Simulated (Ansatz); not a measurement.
Geometry optimisation, Ansatz, RKS BHLYP/def2-SVP.

Input:

```yaml
crystal:
  periodic: [false, false, false]
  atoms:
    - { symbol: B, position_ang: [0.3066, 1.5911, 1.1503] }
    - { symbol: O, position_ang: [-0.6781, 0.5588, 1.4834] }
    - { symbol: Si, position_ang: [-0.494, -0.6915, 0.3032] }
    - { symbol: B, position_ang: [-0.968, -0.1212, -1.4585] }
    - { symbol: "N", position_ang: [1.247, -1.2505, 0.2526] }
    - { symbol: H, position_ang: [1.3411, 1.671, 1.6096] }
    - { symbol: H, position_ang: [-0.0597, 2.5148, 0.4287] }
    - { symbol: H, position_ang: [-1.2629, -1.8149, 0.7086] }
    - { symbol: H, position_ang: [-1.9238, -0.6816, -1.9502] }
    - { symbol: H, position_ang: [-0.5024, 0.7728, -1.9696] }
    - { symbol: H, position_ang: [1.2583, -2.0996, -0.3057] }
    - { symbol: H, position_ang: [1.813, -0.5044, -0.2184] }
basis:
  gaussian: { orbitals: def2-SVP }
hamiltonian:
  xc: { name: BHLYP }
relax:
  f_tol: 0.015
  max_steps: 40
```

Run as:

```bash
$ ansatz run input.yaml --threads 2 --pin off --max-ram 3072MiB --backend cpu --events-out ev --progress --plain --runs-dir out
```

Task: Where does it end, and by what steps?

Result: The forces met the threshold. The force dipped under the threshold on the way, but the program's further checks kept it going. After 23 steps the energy has fallen by 1.588 eV; H7 moved furthest, 1.46 Å.

| step | energy less start (eV) | largest force component (eV/Å) | accepted |
| --- | --- | --- | --- |
| 0 | 0.0000 | 4.441 | yes |
| 1 | -0.4700 | 2.662 | yes |
| 2 | -0.9050 | 1.088 | yes |
| 3 | -1.1163 | 0.567 | yes |
| 4 | -1.2247 | 0.667 | yes |
| 5 | -1.3299 | 0.546 | yes |
| 6 | -1.3868 | 0.455 | yes |
| 7 | -1.4567 | 0.410 | yes |
| 8 | -1.4916 | 0.249 | yes |
| 9 | -1.4115 | 1.187 | no |
| 10 | -1.5077 | 0.145 | yes |
| 11 | -1.5182 | 0.107 | yes |
| 12 | -1.5234 | 0.244 | yes |
| 13 | -1.5389 | 0.252 | yes |
| 14 | -1.5682 | 0.271 | yes |
| 15 | -1.5618 | 0.368 | no |
| 16 | -1.5769 | 0.203 | yes |
| 17 | -1.5855 | 0.141 | yes |
| 18 | -1.5863 | 0.183 | yes |
| 19 | -1.5879 | 0.027 | yes |
| 20 | -1.5880 | 0.010 | yes |
| 21 | -1.5881 | 0.016 | yes |
| 22 | -1.5880 | 0.042 | no |
| 23 | -1.5881 | 0.003 | yes |

```xyz
12
Properties=species:S:1:pos:R:3
B 0.267 1.726 1.443
O -0.539 0.870 0.811
Si -0.444 -0.632 0.049
B -1.110 -0.292 -1.815
N 1.125 -1.314 -0.049
H 1.440 1.476 1.586
H -0.197 2.753 1.864
H -1.243 -1.538 0.899
H -2.177 -0.659 -2.219
H -0.413 0.309 -2.586
H 1.541 -1.814 0.719
H 1.827 -0.940 -0.666
```

Whether the end is a true minimum wasn't checked by a vibrational analysis.

Run time: 56 s on 2 threads of Intel(R) Xeon(R) Platinum 8488C (Sapphire Rapids), with other jobs on the host, peak memory 0.25 GiB.
